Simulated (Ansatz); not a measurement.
Relaxation of CH3AlSi2 (7 atoms, charge 0, multiplicity 1), to a largest force component of 0.02 eV/Å in at most 50 steps.

All numbers below come from UKS PBE0/6-31G (Ansatz).

```xyz
7
Properties=species:S:1:pos:R:3
Si -0.617 1.153 -0.488
Al 0.557 -0.845 0.357
C 0.855 -2.637 0.825
Si 2.499 -2.219 1.422
H -0.302 0.214 -0.358
H -1.659 1.517 0.525
H -0.204 2.471 -1.040
```

Q: Where does it end, and by what steps?

A: It converged. The force dipped under the threshold on the way, but the program's further checks kept it going. Limits of this set-up: no polarisation functions. After 18 steps the energy has fallen by 9.231 eV; H5 moved furthest, 1.78 Å. The start is strongly strained (largest force component 27 eV/Å), so its close contacts needn't be bonds. Parted: Al2–Si4, Al2–H5.

```csv
step,energy less start (eV),largest force component (eV/Å),accepted
0,0.0000,27.421,yes
1,-4.4959,9.752,yes
2,-6.1805,2.756,yes
3,-6.8840,1.505,yes
4,-7.5386,2.029,yes
5,-8.1860,1.303,yes
6,-8.5093,0.736,yes
7,-8.7177,0.340,yes
8,-8.8629,0.312,yes
9,-8.9911,0.373,yes
10,-9.1085,0.391,yes
11,-9.1907,0.372,yes
12,-9.2241,0.188,yes
13,-9.2299,0.027,yes
14,-9.2094,0.787,no
15,-9.2306,0.004,yes
16,-9.2306,0.021,yes
17,-9.2305,0.034,no
18,-9.2307,0.001,yes
```

```xyz
7
Properties=species:S:1:pos:R:3
Si -0.765 1.086 -0.414
Al 0.663 -0.663 0.498
C 1.714 -1.952 1.169
Si 2.712 -3.178 1.807
H -1.531 0.558 -1.594
H -1.737 1.550 0.634
H 0.073 2.253 -0.856
```

Whether the end is a true minimum wasn't checked by a vibrational analysis.

Time of the run: 83 s on 1 thread of Arm Neoverse V1, on a shared host, peak memory 0.16 GiB.
